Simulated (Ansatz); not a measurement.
Species: H6O2Si3, SMILES `[SiH2]1O[Si@@]1(O)[SiH3]` (H–O–Si–Si torsion 178°) (charge 0, multiplicity 1), formula H6O2Si3.

Q: How many basis functions does frozen-core CCSD(T)/cc-pVTZ // B3LYP-D3(BJ)/def2-TZVP (Ansatz, a program for electronic structure) use, how many core orbitals are frozen, and how many electrons are correlated?

A: 246 basis functions and 17 frozen orbitals, which leaves 30 correlated electrons. Core time is of the order of minutes.
